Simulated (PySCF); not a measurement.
Compound: C₅H₈F₂O₂.
Numbering: `[CH3:1][CH2:2][O:3][C@@H:4]([F:5])[C@@H:6]1[O:7][C@H:8]1[F:9]`

Cartesian coordinates in Å at the GFN2-xTB level; atoms count from 1:
```xyz
17
C5H8F2O2 angstrom
C     -2.4415   -0.7615    0.7281
C     -1.6579    0.2851   -0.0422
O     -0.2666    0.0671    0.2088
C      0.5763    0.9035   -0.4557
F      0.4691    2.1954    0.0434
C      2.0188    0.4624   -0.2666
O      2.4334   -0.6745   -0.9804
C      2.3462   -0.8073    0.3788
F      3.5183   -0.9087    1.0411
H     -2.2326   -0.6705    1.7899
H     -2.1551   -1.7567    0.4005
H     -3.5050   -0.6213    0.5596
H     -1.9320    1.2950    0.2849
H     -1.8440    0.2012   -1.1222
H      0.3329    0.9952   -1.5315
H      2.7352    1.2769   -0.2186
H      1.5974   -1.4692    0.7970
```

NICS is the negative of the GIAO shielding at a point without a nucleus: at the ring centre (0) and 1 Å above and below it (1); zz is the component along the ring normal. Level: GIAO PBE0/pcSseg-1 (PySCF, non-relativistic, gas phase) on the GFN2-xTB geometry, one conformer.

Ring bond lengths (Å), with Mayer bond orders in brackets: C6–O7 1.405 (0.89), O7–C8 1.368 (1.01), C8–C6 1.461 (0.99).

Problem. Give the NICS values of each ring in ppm.

Solution. 
```json
{"ring": "C6–O7–C8", "type": "3-membered ring with O; formal bonds all single", "NICS(0)": "-43.4", "NICS(1), two faces": "-8.0 / -5.0", "NICS(1)zz, two faces": "-23.5 / -16.4", "rms pucker (Å)": "0.00", "centre to ring atoms, mean (Å)": "0.81"}
```

Problem. What can be read from them?

Solution. 
- C6–O7–C8: mean NICS(1)zz -19.9 ppm, shielded. C6, C8 have four or more neighbours; no verdict on aromaticity is drawn. The two faces differ by 7.1 ppm, so no symmetry operation interchanges them. NICS(0) lies 37 ppm below the mean NICS(1).

Problem. At the first NICS(1) probe listed for ring C6–O7–C8, 1 Å off the ring, what do the in-plane components average?

Solution. The isotropic value is a third of the trace: (3 × -8.0 − (-23.5))/2 = -0.2 ppm.

Problem. List the ring angles and the Hirshfeld charges of the ring atoms.

Solution. 
- C6–O7–C8: C6 57.0° (+0.001 e), O7 63.6° (-0.151 e), C8 59.4° (+0.107 e); sum 180.0° against 180° for a flat convex ring.
